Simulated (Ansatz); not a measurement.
Relaxation of AlF₂H₅O₂Si (11 atoms, charge 0, multiplicity 1), to a largest force component of 0.03 eV/Å in at most 50 steps.

The calculation used RKS LDA/def2-SVP in Ansatz 0.2.0.

```xyz
11
Properties=species:S:1:pos:R:3
Al -1.684 0.099 0.141
O 0.165 -1.293 2.274
F -2.649 -0.951 -0.681
F -2.322 1.132 1.249
H 0.689 -0.910 1.544
O 0.052 0.277 -0.280
Si 1.137 0.498 -1.517
H 0.134 -0.581 2.944
H 0.659 1.575 -2.471
H 2.456 0.935 -0.916
H 1.362 -0.780 -2.287
```

Q: Where does it end, and by what steps?

A: The forces met the threshold. After 16 steps the energy has fallen by 1.472 eV; O2 moved furthest, 0.72 Å. Joined: Al1–O2 (3.15 → 1.92 Å).

```
step  energy less start (eV)  largest force component (eV/Å)  accepted
   0                  0.0000                           2.563       yes
   1                 -0.3291                           1.720       yes
   2                 -0.6328                           1.631       yes
   3                 -1.1372                           0.999       yes
   4                 -1.3142                           1.524       yes
   5                 -1.4350                           0.501       yes
   6                 -1.4602                           0.215       yes
   7                 -1.4647                           0.071       yes
   8                 -1.4668                           0.055       yes
   9                 -1.4681                           0.145       yes
  10                 -1.4696                           0.150       yes
  11                 -1.4719                           0.066       yes
  12                 -1.4717                           0.074        no
  13                 -1.4721                           0.042       yes
  14                 -1.4721                           0.042       yes
  15                 -1.4721                           0.043       yes
  16                 -1.4722                           0.018       yes
```

```xyz
11
Properties=species:S:1:pos:R:3
Al -1.275 -0.121 0.472
O -0.391 -1.048 1.898
F -2.356 -1.120 -0.283
F -1.888 1.149 1.354
H 0.501 -0.845 1.499
O 0.290 0.085 -0.225
Si 1.178 0.511 -1.553
H -0.473 -0.550 2.740
H 0.475 1.573 -2.362
H 2.511 1.048 -1.100
H 1.428 -0.682 -2.439
```

Time of the run: 15 s on 2 threads of Intel(R) Xeon(R) 6975P-C (Granite Rapids), with other jobs on the host, peak memory 0.18 GiB.
